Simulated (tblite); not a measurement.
C₆H₁₁BSi.
SMILES with atom numbers: `[BH2:1][C:2]1=[CH:3][SiH2:4][C@H:5]2[CH2:6][C@@H:7]1[CH2:8]2` (hydrogens: H9, H10 on B1; H11 on C3; H12, H13 on Si4; H14 on C5; H15, H16 on C6; H17 on C7; H18, H19 on C8)

Computed with GFN2-xTB (tblite), gas phase: L-BFGS steps from a force-field or distance-geometry start until the largest atomic force falls under 0.01 eV/Å.

At the end of the run (lengths in Å): B1–C2 1.546, C2–C7 1.509, C8–H19 1.090, C7–H17 1.091, C2=C3 1.352, C6–H15 1.090, Si4–H13 1.467, C2–C7–C6 112.3°, C3–C2–C7 118.0°, C2–C3–Si4 121.1°, B1–C2–C7 120.5°, B1–C2–C3–Si4 180°, C2–C3–Si4–C5 0°, C3–Si4–C5–C6 -47°, H17–C7–C6–C5 141°, H18–C8–C7–C6 -143°.

**Question.** These geometries were met on the way; a selection of coordinates is given. Order them by energy above the end point, lowest first.
A. B1–C2 1.580, C2–C7 1.539, C8–H19 1.116, C7–H17 1.113, C2=C3 1.345, C6–H15 1.104, Si4–H13 1.481, C2–C7–C6 109.0°, C3–C2–C7 120.5°, C2–C3–Si4 119.5°, B1–C2–C7 118.9°, B1–C2–C3–Si4 180°, C2–C3–Si4–C5 1°, C3–Si4–C5–C6 -47°, H17–C7–C6–C5 136°, H18–C8–C7–C6 -139°
B. B1–C2 1.547, C2–C7 1.510, C8–H19 1.090, C7–H17 1.087, C2=C3 1.351, C6–H15 1.089, Si4–H13 1.467, C2–C7–C6 111.7°, C3–C2–C7 117.1°, C2–C3–Si4 121.8°, B1–C2–C7 121.2°, B1–C2–C3–Si4 180°, C2–C3–Si4–C5 0°, C3–Si4–C5–C6 -46°, H17–C7–C6–C5 139°, H18–C8–C7–C6 -141°
C. B1–C2 1.541, C2–C7 1.526, C8–H19 1.083, C7–H17 1.098, C2=C3 1.360, C6–H15 1.086, Si4–H13 1.465, C2–C7–C6 110.9°, C3–C2–C7 117.9°, C2–C3–Si4 121.2°, B1–C2–C7 120.7°, B1–C2–C3–Si4 180°, C2–C3–Si4–C5 0°, C3–Si4–C5–C6 -47°, H17–C7–C6–C5 137°, H18–C8–C7–C6 -139°
D. B1–C2 1.554, C2–C7 1.530, C8–H19 1.094, C7–H17 1.107, C2=C3 1.368, C6–H15 1.091, Si4–H13 1.473, C2–C7–C6 110.2°, C3–C2–C7 118.9°, C2–C3–Si4 120.2°, B1–C2–C7 120.2°, B1–C2–C3–Si4 180°, C2–C3–Si4–C5 1°, C3–Si4–C5–C6 -47°, H17–C7–C6–C5 137°, H18–C8–C7–C6 -139°
E. B1–C2 1.538, C2–C7 1.518, C8–H19 1.085, C7–H17 1.091, C2=C3 1.357, C6–H15 1.087, Si4–H13 1.461, C2–C7–C6 111.4°, C3–C2–C7 117.2°, C2–C3–Si4 121.6°, B1–C2–C7 121.2°, B1–C2–C3–Si4 180°, C2–C3–Si4–C5 0°, C3–Si4–C5–C6 -47°, H17–C7–C6–C5 138°, H18–C8–C7–C6 -140°

**Answer.** B (0.016 eV), E (0.031 eV), C (0.054 eV), D (0.089 eV), A (0.155 eV).

```csv
step,E above end (eV),"rms distance from the end, all atoms (Å)",largest force (eV/Å),rms shift of all bonds from the end (Å)
5,0.016,0.031,0.202,0.003
3,0.031,0.037,0.353,0.005
2,0.054,0.042,0.500,0.006
1,0.089,0.046,0.782,0.009
0,0.155,0.050,1.533,0.015
```

Rows stand in the order of the answer.
